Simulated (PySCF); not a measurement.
Ar⁺: ionisation energy

Ar⁺ [Ne] 3s2 3p5 (2P) → Ar²⁺ [Ne] 3s2 3p4 (3P), as a difference of total energies. All numbers are calculated (PySCF 2.14, the spin-free X2C one-electron Hamiltonian (Gaussian nucleus), in cc-pVTZ-DK (5s4p2d1f, 34 functions)). Correlated levels: valence: [Ne] frozen. The calculations carry no spin-orbit coupling.

```tsv
method	ionisation energy (eV)	difference from reference (eV)
UHF	26.361	-1.269
B3LYP	27.704	+0.074
TPSS	27.602	-0.028
MP2 (valence)	27.326	-0.304
SCS-MP2 (valence)	27.321	-0.309
CCSD (valence)	27.296	-0.334
CCSD(T) (valence)	27.327	-0.303
```

Reference: 27.630 eV (measured; NIST Atomic Spectra Database, ionization energies).

The reference lies between the lowest fine-structure levels, while these numbers refer to the centres of the terms.

Errors of the correlated levels include the incompleteness of this basis and the frozen core.
